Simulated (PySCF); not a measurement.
# MoO₂Cl₂: calculation against measurement

Isolated MoO₂Cl₂, optimised in PySCF with density fitting and no spin–orbit coupling; def2 sets carry scalar-relativistic core potentials from Rb on. It is a singlet of C2v symmetry: PBE/def2-TZVP Mo–Cl 2.256 Å (×2), Mo–O 1.690 Å (×2).

Formally Mo is in oxidation state +6, d0. The polar-tensor charge on Mo, 1.92, is far below the formal one.

**Question.** The tabulated gas-phase entropy at 298.15 K and 1 bar is 337.60 J/(mol K) (Chase, 1998, NIST Chemistry WebBook). What do rigid-rotor harmonic-oscillator sums give?

**Answer.** PBE/def2-TZVP 340.1 J/(mol K).

**Question.** ΔfH°(298 K) is -633.04 kJ/mol (Chase, 1998, NIST Chemistry WebBook), and for the gaseous atoms Mo 659.0, O 249.2, Cl 121.3 kJ/mol (tabulated in the package mendeleev). Compare the atomisation enthalpy with the calculations.

**Answer.** From the tables it is 659.0 + 2 × 249.2 + 2 × 121.3 − (-633.0) = 2033 kJ/mol. To a computed De one adds −ZPE (-23.6), the atoms' spin–orbit lowering from NIST levels (-8.9) and the thermal terms (13.5), all taken at PBE/def2-TZVP.
```csv
level,De (kJ/mol),ΔatH°(298 K),computed − tabulated
PBE/def2-TZVP,2185,2166,133
```
